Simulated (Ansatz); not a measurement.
The cluster Li₅H₅. Total charge 0; singlet. Geometry r2SCAN-D4/def2-TZVP, basis def2-TZVP, Ansatz.

```xyz
10

Li   -1.292    0.599   -1.993
Li    2.489   -0.337    0.846
Li    0.164    0.850    0.085
Li   -2.261    0.521    0.787
Li    0.192   -1.592    0.027
H    -0.895   -0.447    1.080
H    -0.036   -0.388   -1.414
H    -1.940    1.474   -0.635
H     1.813   -1.888    0.578
H     1.765    1.207    0.639
```

```json
{"run": "A", "HOMO (eV)": "-5.75", "LUMO (eV)": "-0.91"}
{"run": "B", "HOMO (eV)": "-6.88", "LUMO (eV)": "-0.51"}
{"run": "C", "HOMO (eV)": "-4.67", "LUMO (eV)": "-1.57"}
{"run": "D", "HOMO (eV)": "-4.80", "LUMO (eV)": "-0.85"}
{"run": "E", "HOMO (eV)": "-4.59", "LUMO (eV)": "-1.46"}
```

Another isomer (singlet) lies 0.81 eV lower at PBE0-D4/def2-TZVP; other spin states weren't run for this one.

Q: The runs used BHLYP, LDA (SPW92), PBE, PBE0, r2SCAN. Estimate which is which.

A: A PBE0 (25 % exact exchange); B BHLYP (50 % exact exchange); C LDA (SPW92) (0 % exact exchange); D r2SCAN (0 % exact exchange); E PBE (0 % exact exchange). Exact exchange lowers occupied and raises empty levels; among semilocal functionals meta-GGAs tend to open the gap a little, and such runs are hard to tell apart. The gap grows from 3.10 eV (LDA (SPW92)) to 6.37 eV (BHLYP).
